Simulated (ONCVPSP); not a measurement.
B (Z = 5): one change to an ONCV potential, before and after

B (Z = 5), optimised norm-conserving Vanderbilt (ONCV), made with ONCVPSP 4.0.1 (PBE, scalar-relativistic). Core [He], reference 2s2 (charge +1). Waves: 2s: rc 1.35 bohr, ncon 3, nbas 6, qcut 5.8 1/bohr, 2 projectors, debl 1.2 Ha; p scattering state at 0.19 Ha: rc 1.25 bohr, ncon 3, nbas 7, qcut 6.6 1/bohr, 2 projectors, debl 2.7 Ha; d scattering state at 0.23 Ha: rc 1.50 bohr, ncon 5, nbas 8, qcut 5.9 1/bohr, 2 projectors, debl 1 Ha. Local part: polynomial inside 1.25 bohr (lpopt 4, dvloc0 0 Ha). Core correction: none.

In the p channel the program set the typed energies aside and used 0.050, 2.750 Ha.

Change: s: qcut 3.7; p: qcut 4.2; d: qcut 3.7.

Cutoffs: the cutoffs (Ha) at which the residual kinetic energy of the hardest occupied pseudo-wave falls to 1 and 0.1 mHa per electron; they do not see the model core or the augmentation charge, which bear on the density cutoff. Errors are all-electron minus pseudo energies relative to the spin-unpolarised reference configuration.

Task: What does the change do?

Result: The potential gets harder (12 Ha and 16 Ha → 33 Ha and 52 Ha); of the 3 tests that both files solve, the error grows in 2 and shrinks in 1 by more than 15 % and 0.3 meV (median size 26.4 → 21.7 meV); neither file shows a bound ghost.

| quantity | base | changed |
| --- | --- | --- |
| cutoff, loose | 12 Ha | 33 Ha |
| cutoff, tight | 16 Ha | 52 Ha |
| bound ghosts | none | none |
| GHOST(+) flags under 300 eV | none | none |
| tests with a reliable result | 3 of 4 | 3 of 4 |
| error for 2s2 2p1, meV [ΔE -8.22 eV] | +27 | +36 |
| error for 2s1, meV [ΔE 25.42 eV] | +26 | +22 |
| error for 2s2 2p0.5, meV [ΔE -5.33 eV] | +12 | +15 |
| s: phases at 1.37 bohr within 0.05 rad from the reference energy up to (Ha; the scan ends near 5) | 4.9 | 5.0 |
| p: phases at 1.27 bohr within 0.05 rad from the reference energy up to (Ha; the scan ends near 5) | to the end of the scan | to the end of the scan |
| d: phases at 1.52 bohr within 0.05 rad from the reference energy up to (Ha; the scan ends near 5) | to the end of the scan | to the end of the scan |
